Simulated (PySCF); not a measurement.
Vertical excitations of a molecule CH₉ClOSi₃ from TDA-M06-2X/def2-SVPD (PySCF), as energy in eV (oscillator strength): 6.51 (0.027), 6.61 (0.029), 7.49 (0.014), 7.63 (0.224), 7.72 (0.077), 7.86 (0.020). Lowest triplet (TDA): 5.89 eV. Geometry: PBE-D3(BJ)/def2-SVP. One conformer was computed; it need not be the lowest.

Problem. Which molecule gave these data?
A. C[Si@]([SiH3])(Cl)[SiH2]O
B. C[Si@H]([SiH2]O)[SiH2]Cl
C. C[SiH2]O[Si@H]([SiH3])Cl
D. C[Si@H](O[SiH3])[SiH2]Cl

Solution. C, C[SiH2]O[Si@H]([SiH3])Cl
